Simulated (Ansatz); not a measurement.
Two isomers of CH3AlClFSi: A = `F[Si]1(Cl)[CH2][AlH]1`, B = `[F][Al]1[CH2][SiH]1Cl`.

Calculated with Ansatz (gas phase, PBE0-D4/def2-TZVP geometries, no zero-point term in ΔE). CCSD(T)/CBS is the MP2 limit (def2-TZVPP, def2-QZVPP) plus CCSD(T) − MP2 in def2-TZVPP, frozen cores. DFT in def2-TZVPP.

Question: Which isomer does CCSD(T)/CBS put lower? Give the gap. (Estimate.)

Answer: Ansatz gave: B, by 43.7 kJ/mol.

Question: Give E(B) − E(A) in kJ/mol with ωB97M-V, PBE-D4, LDA (SPW92), PBE0-D4, CCSD/def2-TZVPP, CCSD(T)/def2-TZVPP, HF/def2-TZVPP. (Best estimate.)

Answer: The calculation gave: ωB97M-V -39.0, PBE-D4 -42.7, LDA (SPW92) -38.7, PBE0-D4 -41.2, CCSD/def2-TZVPP -44.4, CCSD(T)/def2-TZVPP -45.1, HF/def2-TZVPP -37.3. None reverses the order clearly.

Question: Does the order hold for the free energy at 298.15 K (harmonic terms from PBE0-D4)? (Estimate.)

Answer: Computed: Yes: G(B) − G(A) = -40.8 kJ/mol.

Largest T1 diagnostic: 0.013.

Leaving LDA and LC-ωPBE aside and taking each functional with its dispersion term where it has one, the values, not all of them listed here, spread over 13.6 kJ/mol, from B2PLYP to B97M-V. LDA lies +5.7 kJ/mol from PBE without D4. In def2-TZVPP, CCSD(T) changes the Hartree–Fock value by −7.8 kJ/mol (the triples alone add −0.7 kJ/mol) and MP2 by −9.9 kJ/mol.
